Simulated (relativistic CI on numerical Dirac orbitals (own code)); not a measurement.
A reference radial Dirac CI calculation of Xe I gave the lowest total energy -7437.25743 Ha in 11 SCF steps, from this input:

```
atom Xe  Z=54  charge=0  electrons=54
nucleus A=132  rms_radius_fm=4.7859
hamiltonian dirac-coulomb  breit=on  qed=on  c_scale=1
orbitals kli  potential=per-configuration
slater_scale 1
correlation none
mixing on
grid step=0.0125 r_max=201.2
scf mixing=0.4 start=green max_iterations=150 tolerance=2e-08 node_fill=0.05
configurations
  [Kr] 4d10 5s2 5p6
end
```

One setting was then changed (and the iteration limit cut to 75), and the output read:

```
SCF 1: [Kr] 4d10 5s2 5p6
 iter      energy (Ha)   residual   last orbital (Ha)
    1     -7444.708018   1.23e+00     -0.38153
    2     -7446.360076   5.10e-01     -0.30397
    3     -7446.259271   2.03e-01     -0.32770
    4     -7446.105060   3.26e-02     -0.34254
    5     -7446.109117   3.65e-03     -0.33918
    6     -7446.110812   2.93e-04     -0.34021
    7     -7446.110868   1.09e-04     -0.34045
    8     -7446.110876   3.62e-06     -0.34032
    9     -7446.110865   2.10e-06     -0.34033
   10     -7446.110871   9.06e-08     -0.34033
   11     -7446.110871   3.10e-08     -0.34033
   12     -7446.110871   3.24e-09     -0.34033
orbital energies (Ha): 4s -6.9273  4p1/2 -5.1912  4p3/2 -4.7673  4d3/2 -2.0059  4d5/2 -1.9404  5s -0.7305  5p1/2 -0.3759  5p3/2 -0.3403
configuration averages (Ha): Dirac-Coulomb, Breit, QED
  5p6                          -7446.110871    5.686414    3.832417
levels: no., configuration, term, J, E (cm-1), weight
   1 5p6                    1S   0                0.0  1.00
lowest total energy -7436.592040 Ha
end: converged
```

(1) Which setting was changed?
A. node fill of the KLI weights
B. speed of light
C. configuration list
D. Breit term

## Answers

(1) A. The node fill of the KLI weights 5. This setting is bad on purpose; its numbers may not be properties of the ion.
